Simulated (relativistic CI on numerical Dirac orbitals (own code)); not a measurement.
Radial Dirac CI calculation of Si V.

Command:

```sh
python run_levels.py task.json out
```

Input:

```
atom Si  Z=14  charge=4  electrons=10
nucleus A=28  rms_radius_fm=3.1224
hamiltonian dirac-coulomb  breit=on  qed=on  c_scale=1
orbitals kli  potential=per-configuration
slater_scale 1
correlation none
mixing on
grid step=0.0125 r_max=20.6
scf mixing=0.4 start=green max_iterations=150 tolerance=2e-08 node_fill=0.05
configurations
  [He] 2s2 2p6
  [He] 2s2 2p5 3s
  [He] 2s2 2p5 3p
  [He] 2s2 2p5 3d
  [He] 2s 2p6 3s
end
```

Output:

```
SCF 1: [He] 2s2 2p6
 iter      energy (Ha)   residual   last orbital (Ha)
    1      -280.505694   1.62e+00    -10.97249
    2      -284.514124   7.85e-01     -8.33561
    3      -285.781137   6.63e-02     -6.10606
    4      -285.797522   4.42e-02     -6.29373
    5      -285.800000   5.02e-04     -6.17119
    6      -285.800008   2.71e-04     -6.17329
    7      -285.800009   9.71e-06     -6.17261
    8      -285.800009   3.69e-06     -6.17263
    9      -285.800009   8.47e-08     -6.17264
   10      -285.800009   2.25e-08     -6.17264
   11      -285.800009   2.03e-10     -6.17264
SCF 2: [He] 2s2 2p5 3s
 iter      energy (Ha)   residual   last orbital (Ha)
    1      -278.354795   1.47e+00     -3.13965
    2      -281.085057   7.25e-01     -2.68825
    3      -281.995954   4.08e-02     -2.30694
    4      -282.000629   3.10e-02     -2.30369
    5      -282.002137   4.16e-04     -2.27727
    6      -282.002137   8.48e-05     -2.27746
    7      -282.002138   1.10e-05     -2.27734
    8      -282.002138   1.62e-06     -2.27734
    9      -282.002138   3.97e-07     -2.27734
   10      -282.002138   3.11e-09     -2.27734
SCF 3: [He] 2s2 2p5 3p
 iter      energy (Ha)   residual   last orbital (Ha)
    1      -277.887310   1.49e+00     -2.79427
    2      -280.714331   7.31e-01     -2.31399
    3      -281.626440   4.42e-02     -1.93933
    4      -281.633031   2.78e-02     -1.93554
    5      -281.634072   5.46e-04     -1.90914
    6      -281.634059   1.54e-04     -1.90943
    7      -281.634062   1.63e-05     -1.90932
      ... 13 steps not shown
SCF 5: [He] 2s 2p6 3s
 iter      energy (Ha)   residual   last orbital (Ha)
    1      -275.948471   1.53e+00     -3.13965
    2      -279.054184   7.48e-01     -2.67726
    3      -280.040927   4.70e-02     -2.29451
    4      -280.050315   3.75e-02     -2.29183
    5      -280.051913   2.79e-04     -2.26193
    6      -280.051904   1.76e-04     -2.26231
    7      -280.051908   3.87e-06     -2.26219
    8      -280.051908   2.06e-06     -2.26219
    9      -280.051908   2.57e-07     -2.26219
   10      -280.051908   5.20e-09     -2.26219
orbital energies (Ha): 1s -68.2418  2s -7.8078  2p1/2 -6.1967  2p3/2 -6.1726
configuration averages (Ha): Dirac-Coulomb, Breit, QED
  2s2 2p6                       -285.800009    0.054363    0.035635
  2s2 2p5 3s                    -282.002138    0.052843    0.035987
  2s2 2p5 3p                    -281.634062    0.052810    0.035799
  2s2 2p5 3d                    -281.169034    0.052568    0.035810
  2s 2p6 3s                     -280.051908    0.053033    0.034629
levels: no., configuration, term, J, E (cm-1), weight
   1 2s2 2p6                1S   0                0.0  1.00
   2 2s2 2p5 3s             3P*  2           829373.8  1.00
   3 2s2 2p5 3s             3P*  1           831990.0  0.91
   4 2s2 2p5 3s             3P*  0           834400.4  1.00
   5 2s2 2p5 3s             1P*  1           840355.8  0.91
   6 2s2 2p5 3p             3S   1           896537.0  0.98
   7 2s2 2p5 3p             3D   3           908629.8  1.00
   8 2s2 2p5 3p             3D   2           909709.4  0.87
   9 2s2 2p5 3p             3D   1           911572.4  0.86
  10 2s2 2p5 3p             3P   2           915115.3  0.52
  11 2s2 2p5 3p             1P   1           916722.8  0.59
  12 2s2 2p5 3p             3P   2           918166.8  0.44
  13 2s2 2p5 3p             3P   0           918403.5  1.00
  14 2s2 2p5 3p             3P   1           919043.3  0.66
lowest total energy -285.710209 Ha
end: converged
```

With so few configurations and no correlation, terms lie too far apart (by 10 to 50 % or more near neutrality), their order can be wrong, and levels of other configurations are missing.

Run time about 0.094 s of CPU on one thread of Neoverse-V2 (shared host).
